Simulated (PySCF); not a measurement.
First SCF of a structure search on doublet YH2, at a hand-made linear geometry. PySCF input:

```python
from pyscf import gto, scf, dft
mol = gto.M(atom='''
Y      0.000000     0.000000     0.000000
H      0.000000     0.000000     1.950000
H      0.000000     0.000000    -1.950000''',
    basis={'Y': 'def2-TZVP', 'H': 'def2-TZVP'},
    ecp={'Y': 'def2-TZVP'},
    charge=0, spin=1)
mf = dft.UKS(mol, xc='PBE0')
mf.grids.atom_grid = (50, 194)
aux = {'Y': 'def2-universal-JKFIT', 'H': 'def2-universal-JKFIT'}
mf = mf.density_fit(auxbasis=aux)
mf.conv_tol = 1e-08
mf.diis_space = 10
mf.max_cycle = 60
mf.init_guess = 'minao'
mf.verbose = 4
mf.kernel()
```

Excerpt of the output (cycles alone):

```
init E= -34.4109427947618
cycle= 1 E= -39.0789399593474  delta_E= -4.67  |g|= 0.614  |ddm|= 2.76
cycle= 2 E= -39.2089044198895  delta_E= -0.13  |g|= 0.476  |ddm|= 2.22
cycle= 3 E= -39.3851386634874  delta_E= -0.176  |g|= 0.0504  |ddm|= 1.57
cycle= 4 E= -39.3887101551182  delta_E= -0.00357  |g|= 0.00681  |ddm|= 0.319
cycle= 5 E= -39.3888333104983  delta_E= -0.000123  |g|= 0.00231  |ddm|= 0.0671
cycle= 6 E= -39.3888461181073  delta_E= -1.28e-05  |g|= 0.000678  |ddm|= 0.0132
cycle= 7 E= -39.3888505243562  delta_E= -4.41e-06  |g|= 0.000522  |ddm|= 0.00521
cycle= 8 E= -39.3888554656859  delta_E= -4.94e-06  |g|= 0.000374  |ddm|= 0.00733
cycle= 9 E= -39.3888606023108  delta_E= -5.14e-06  |g|= 0.000106  |ddm|= 0.0148
cycle= 10 E= -39.3888608890457  delta_E= -2.87e-07  |g|= 1.69e-05  |ddm|= 0.00425
cycle= 11 E= -39.388860889685  delta_E= -6.39e-10  |g|= 3.18e-06  |ddm|= 0.000124
Extra cycle  E= -39.3888608897276  delta_E= -4.25e-11  |g|= 1.98e-06  |ddm|= 2.19e-05
converged SCF energy = -39.3888608897276  <S^2> = 0.75073333  2S+1 = 2.0007332
```

No lower solution of this spin was found from smeared starts or by a stability analysis within the unrestricted form.

Other spin states or occupations of the open shell can lie lower.

The search for the lowest solution, 3 starts and the stability check together, took 3.3 s on 2 threads of a shared Arm Neoverse V1 host, with 52 basis functions; the process peaked at 0.28 GiB. Launch command: `OMP_NUM_THREADS=2 python axn.py task.json out`.
